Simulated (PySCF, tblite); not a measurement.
Isomers of C6H9F3S, one GFN2-xTB conformer each. Single-point energies are computed at PBE0/pcSseg-1 (PySCF, gas phase, no added dispersion term), electronic only.

```csv
SMILES,GFN2-xTB relative energy (kJ/mol)
CS/C(=C/F)[C@H](C)C(F)F,74.0
C[C@@H](CC(F)(F)F)[C@@H]1CS1,0.0
```

Conformers: `[CH3:1][S:2]/[C:3](=[CH:4]/[F:5])[C@H:6]([CH3:7])[CH:8]([F:9])[F:10]` with C1–S2–C3–C4 134°, S2–C3–C6–C7 -112°, C3–C6–C8–F9 -56°; `[CH3:1][C@@H:2]([CH2:3][C:4]([F:5])([F:6])[F:7])[C@@H:8]1[CH2:9][S:10]1` with C1–C2–C3–C4 -177°, C1–C2–C8–C9 146°.

Q: What does PBE0/pcSseg-1 give for the same structures?

A: 
```json
{"SMILES": "C[C@@H](CC(F)(F)F)[C@@H]1CS1", "PBE0/pcSseg-1 E (Eh)": "-931.01481", "PBE0/pcSseg-1 (kJ/mol)": "0.0", "GFN2-xTB (kJ/mol)": "0.0", "point group": "C1"}
{"SMILES": "CS/C(=C/F)[C@H](C)C(F)F", "PBE0/pcSseg-1 E (Eh)": "-930.98030", "PBE0/pcSseg-1 (kJ/mol)": "90.6", "GFN2-xTB (kJ/mol)": "74.0", "point group": "C1"}
```

Both levels put the same isomer lowest. As drawn, the lower has a three-membered ring, which the higher lacks; the higher has a C=C bond outside aromatic rings, which the lower lacks.

Q: Which frontier levels, dipoles and rotational constants go with these structures?

A: 
```
                      SMILES  HOMO (eV, PBE0/pcSseg-1)  LUMO (eV)  dipole (D)       A, B, C (MHz)
C[C@@H](CC(F)(F)F)[C@@H]1CS1                     -6.63       0.29        1.87  1981, 712.2, 594.3
     CS/C(=C/F)[C@H](C)C(F)F                     -6.52      -0.22        1.00  1274, 885.6, 694.5
```

Q: What happens when harmonic zero-point energies from GFN2-xTB frequencies are added?

A: 
```
                      SMILES  ZPE (kJ/mol)  electronic (kJ/mol)  with ZPE (kJ/mol)
C[C@@H](CC(F)(F)F)[C@@H]1CS1         371.4                  0.0                0.0
     CS/C(=C/F)[C@H](C)C(F)F         365.5                 90.6               84.6
```

The zero-point energies span 5.9 kJ/mol. The order is unchanged.
